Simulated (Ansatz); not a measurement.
System (SMILES): [Si]Br (Si-Br), doublet.
Atoms: Si1, Br2. Bonds: Si1-Br2.

Basis-set convergence of the highest harmonic wavenumber at HF with Ansatz (an electronic-structure program). Each level at its own minimum, finite differences of forces, unscaled; the reference is a large set that could be run, not a limit. Cartesian d functions, on some or all atoms, in 3-21G, 6-31G, 6-31G**, 6-311G**; all else is spherical. The program fits the integrals of some runs and decomposes those of others, by size. Open shells are unrestricted. No added dispersion term, no relativity. Reference: the value in pcseg-3, 413 cm⁻¹. Deviations are taken from unrounded values.

| basis | functions |
|---|---|
| STO-3G | 27 |
| pcseg-0 | 35 |
| 3-21G | 36 |
| 6-31G | 42 |
| pcseg-1 | 45 |
| def2-SVP | 50 |
| 6-31G** | 54 |
| 6-311G** | 71 |
| pcseg-2 | 77 |
| def2-TZVP | 85 |
| def2-TZVPP | 90 |
| pcseg-3 | 132 |
| def2-QZVP | 145 |
| def2-QZVPP | 159 |

Problem. Which is the smallest set listed that can be trusted to 20 cm⁻¹ here, that is, within that of the reference together with its larger relatives (same family, alike in diffuse functions; a set with none to test it counts only in the reference's own line)?

Solution. The smallest set listed that lies within 20 cm⁻¹ of the reference with all its larger relatives (same family, alike in diffuse functions; a set with none counts only in the reference's own line) is pcseg-1 (45 functions, -6 cm⁻¹ off). Value minus reference: STO-3G 103, pcseg-0 -57, 3-21G -65, 6-31G -64, pcseg-1 -6, def2-SVP 5, 6-31G** 4, 6-311G** -6, pcseg-2 1, def2-TZVP 0, def2-TZVPP 0, pcseg-3 0, def2-QZVP 0, def2-QZVPP 0 cm⁻¹.
